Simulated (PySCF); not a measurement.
Compound: C6H7F3O2.
Geometry (PBE0-D3(BJ)/def2-SVP, Å), atoms numbered from 1 in this order:
```xyz
18
C6H7F3O2 angstrom
C      2.4219   -0.8290   -0.8126
O      1.1869   -0.9563   -0.1283
C      0.4279    0.1141    0.1458
C      1.0784    1.4015    0.5162
O      2.2682    1.5229    0.6746
C     -0.9216   -0.0455    0.1664
C     -1.5676   -1.3464   -0.1729
C     -1.8410    1.0736    0.5922
F     -1.7781    2.1332   -0.2300
F     -3.1098    0.6637    0.5982
F     -1.5679    1.5250    1.8240
H      2.6424   -1.8259   -1.2163
H      3.2260   -0.5070   -0.1395
H      2.3467   -0.1156   -1.6486
H      0.3920    2.2649    0.6455
H     -0.8151   -2.0577   -0.5293
H     -2.3411   -1.2107   -0.9449
H     -2.0736   -1.7788    0.7059
```

Computed with PBE0-D3(BJ)/def2-SVP geometry optimisation, gas phase (PySCF 2.14.0).

Masses are those of the commonest isotopes; rigid-rotor values at the optimised geometry. The values belong to one conformer with, in the numbering `[CH3:1][O:2]/[C:3]([CH:4]=[O:5])=[C:6](\[CH3:7])[C:8]([F:9])([F:10])[F:11]`, C1–O2–C3–C4 -37°, O2–C3–C4–O5 -5°.

(1) Give the principal moments of inertia and the rotational constants in GHz.

(2) What kind of rotor is it?

(3) What does the inertial defect say?

(4) Give the other two planar moments, Paa and Pbb, and the rms extents of the mass along the axes.

(5) Which lines would a microwave search look for?

Answers

(1) Ia = 278.02, Ib = 653.28, Ic = 828.92 u·Å²; 505379 MHz·u·Å²/I gives 1818, 773.6 and 609.7 MHz, that is A = 1.8178, B = 0.7736, C = 0.6097 GHz.

(2) An asymmetric top: κ = (2 × 773.6 − 1818 − 609.7)/(1818 − 609.7) = -0.73.

(3) Not planar: Δ = Ic − Ia − Ib = -102.38 u·Å². For a rigid frame Δ = −2 Σ m c², so Σ m c² = 51.19 u·Å² lies off the ab plane: 3.84 from hydrogen and 47.35 from heavier atoms. The atom farthest from that plane is 1.39 Å away.

(4) Paa = Σ m a² = (Ib + Ic − Ia)/2 = 602.09 and Pbb = Σ m b² = (Ia + Ic − Ib)/2 = 226.84 u·Å². With the mass M = 168.04 u, the rms extents √(P/M) along a, b and c are 1.89, 1.16, 0.55 Å.

(5) The dipole components are |μa| = 0.68 D, |μb| = 2.22 D, |μc| = 0.87 D. The squared components, which scale the intensities, stand as 0.09 : 1.00 : 0.15 (a : b : c). Some lines, for components of 0.1 D or more:

| type | branch | J(Ka,Kc) | MHz | lower level (cm⁻¹) |
| --- | --- | --- | --- | --- |
| c | Q | 5(2,4) ← 5(1,4) | 2238 | 0.766 |
| c | R | 1(1,0) ← 0(0,0) | 2591 | 0.000 |
| b | R | 2(1,2) ← 1(0,1) | 3647 | 0.046 |
| b | Q | 3(2,2) ← 3(1,3) | 3881 | 0.298 |
| a | R | 4(0,4) ← 3(0,3) | 5366 | 0.274 |
| b | Q | 4(3,1) ← 4(2,2) | 5441 | 0.620 |
| c | R | 2(2,0) ← 1(1,0) | 6081 | 0.086 |
| c | R | 2(2,1) ← 1(1,1) | 6227 | 0.081 |
| b | R | 2(2,0) ← 1(1,1) | 6245 | 0.081 |
| b | R | 5(1,5) ← 4(0,4) | 6959 | 0.453 |
| c | R | 4(1,3) ← 3(0,3) | 7515 | 0.274 |
| c | R | 4(3,2) ← 3(2,2) | 11207 | 0.427 |
| c | R | 5(5,1) ← 4(4,1) | 17054 | 1.063 |

Whether it is a minimum is left open (no frequencies). No vibrational averaging or centrifugal distortion is included, and the geometry carries the error of its method. A rigid rotor knows nothing of internal rotation, which can split or shift real lines.
